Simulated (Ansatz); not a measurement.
`FB([SiH3])Br` + NH₃ → `NB(F)Br` + SiH₄ at 298.15 K and 1 bar (cleavage of the B–Si bond).

Computed with Ansatz on PBE0-D4/def2-TZVP structures; ΔE is electronic, products minus reactants. CBS: MP2 limit from def2 TZ/QZ plus the TZ coupled-cluster correction, frozen cores. This one scheme is used for every species. For Br outer-core shells are correlated without core-valence functions, which leaves a few kJ/mol of doubt a bond. Scalar relativity is left out up to krypton. One conformer a species, not always the lowest.

```
       species  CCSD(T)/CBS energy (Eh)  H − E (kJ/mol)  S (J/(mol·K))
`FB([SiH3])Br`              -2988.86296           102.0          341.3
           NH₃                -56.50880           100.5          192.4
     `NB(F)Br`              -2753.96125           106.2          300.5
          SiH₄               -291.46306            92.1          204.8
```

H − E and S are ideal-gas, rigid-rotor, harmonic terms from PBE0-D4/def2-TZVP, for one conformer and one mirror image of each species. 1 Eh = 2625.50 kJ/mol, R = 8.31446 J/(mol·K).

Task: By hand: ΔE, ΔH, ΔS and ΔG.

Result: ΔE = (-2753.96125) + (-291.46306) − (-2988.86296) − (-56.50880) = -0.05255 Eh = -138.0 kJ/mol. Δ(H − E) = 106.2 + 92.1 − 102.0 − 100.5 = -4.2, so ΔH = -142.2 kJ/mol. ΔS = 300.5 + 204.8 − 341.3 − 192.4 = -28.4 J/(mol·K). ΔG = -142.2 − 298.15 × (-28.4)/1000 = -133.7 kJ/mol.

Task: By hand: the equilibrium constant, and the temperature at which ΔG would vanish if ΔH and ΔS stayed fixed.

Result: log₁₀ K = −ΔG/(RT ln 10) = 23.4. ΔG = 0 at ΔH/ΔS = 5007 K, far beyond where these terms or the molecules hold.

ΔH outweighs TΔS. A doubt of 5 kJ/mol in ΔE shifts log₁₀ K by 0.9 here. Other conformers and mirror images would add mixing entropy, several J/(mol·K) or more a flexible species. Modes under 60 cm⁻¹, often nearly free rotors, make the harmonic entropy too high. These are equilibria of isolated gas molecules and say nothing of rates. Largest T1 diagnostic: 0.012 (customary marks: 0.02 for closed shells, 0.045 for open ones).
